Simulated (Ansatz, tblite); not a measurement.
Cost and result up the ladder for Rb2H (the lowest doublet isomer of a short search) (3 atoms). Total charge 0; doublet. Geometry: B3LYP-D4/def2-TZVP.

```xyz
3

Rb    0.104   -2.161   -0.331
Rb    0.619    2.070   -0.361
H    -0.724    0.092    0.692
```

Ansatz on 4 threads of Intel Xeon on a shared host; xTB runs through tblite on one thread. Times are rough, summed over both states, and most runs start from the orbitals of an earlier one. CCSD(T)/def2-TZVPP serves as the yardstick here, not as an exact answer. The other state is a singlet.

In the def2 sets Rb takes a core potential; there is no spin–orbit coupling. The xTB rows come from tblite. Correlated methods freeze no core orbitals; core or outer-core shells of Rb are correlated, in sets that lack core-valence functions. The structure comes from a short search, and lower isomers may exist.

Correlated methods converge slowly with the basis.

Raw xTB energies of ions are shifted by several eV, and xTB has no spin-polarisation term.

```
                            level  functions  wall time  vertical IE (eV)  difference from CCSD(T)/def2-TZVPP (eV)
                         GFN2-xTB          9    0.006 s              7.96                                     4.68
                         GFN1-xTB         10    0.011 s             10.29                                     7.01
                 PBE-D4/def2-TZVP         72      3.8 s              3.61                                     0.33
r2SCAN-D4/def2-TZVP (with forces)         72        7 s              3.39                                     0.12
               CCSD(T)/def2-TZVPP         94      9.8 s              3.28                                     0.00
```
